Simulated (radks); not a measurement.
Species: P+. Configuration: [Ne] 3s2 3p2. Method: scalar-relativistic Kohn-Sham, PW91, spin-polarised, spherical densities, finite nucleus; open shells are filled with parallel spins first; Fermi nuclear charge, rms radius 3.1889 fm; computed with a radial shooting solver on a logarithmic mesh with Libxc functionals.

Normalised radial functions P(r) = r R(r), r in bohr:

r           2s up  2p down  3p down
0.006963   0.1947   0.0051   0.0014
0.01006    0.2675   0.0104   0.0029
0.01454    0.3596   0.0208   0.0058
0.021      0.4675   0.0411   0.0114
0.0301     0.5756   0.0787   0.0218
0.04349    0.6581   0.1486   0.0412
0.06284    0.6571   0.2696   0.0746
0.0908     0.4957   0.4627   0.1274
0.1312     0.1079   0.7354   0.2002
0.1895    -0.4882   1.0535   0.2796
0.2739    -1.1101   1.3153   0.3267
0.3957    -1.4380   1.3684   0.2790
0.5717    -1.2590   1.1237   0.0841
0.826     -0.7305   0.6779  -0.2396
1.184     -0.2639   0.2782  -0.5615
1.711     -0.0490   0.0649  -0.7177
2.472     -0.0037   0.0070  -0.5989
3.571     -0.0001   0.0003  -0.3296
5.16      0.0000   0.0000  -0.1044
7.455     0.0000   0.0000  -0.0154

2s up: eigenvalue -184.62 eV, 1 radial node at r = 0.141 bohr, <r> = 0.520 bohr, 90 % of the charge inside 0.817 bohr. 2p down: eigenvalue -134.95 eV, 0 radial nodes, <r> = 0.485 bohr, 90 % of the charge inside 0.811 bohr. 3p down (empty): eigenvalue -12.926 eV, 1 radial node at r = 0.636 bohr, <r> = 2.17 bohr, 90 % of the charge inside 3.39 bohr.
